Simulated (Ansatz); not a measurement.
C$_{2}$H$_{9}$NOSi$_{2}$, SMILES `C=C[SiH2]N[SiH2]O`. The species carries charge 0 and has multiplicity 1.

```xyz
15

C    -0.066    1.032   -1.862
C     1.054    0.426   -1.475
Si    1.086   -0.980   -0.248
N    -0.441   -1.159    0.538
Si   -1.047   -0.154    1.800
O    -0.422    1.355    1.633
H    -1.036    0.724   -1.479
H    -0.071    1.844   -2.583
H     1.995    0.767   -1.906
H     2.145   -0.699    0.757
H     1.413   -2.248   -0.956
H    -1.066   -1.860    0.170
H    -2.534   -0.202    1.709
H    -0.623   -0.566    3.159
H    -0.388    1.718    0.744
```

Task: Give the diagnostics of a CCSD(T)/def2-TZVPP run (frozen core, Ansatz 0.2.0). (An estimate is asked.)

Result: The calculation gave: T1 = 0.0114, largest single amplitude 0.010, largest double 0.068, (T) share of the correlation energy 3.8 %, 9 CCSD cycles. The RHF solution is stable towards an unrestricted one. T1 lies under the customary mark of 0.02 for closed shells.
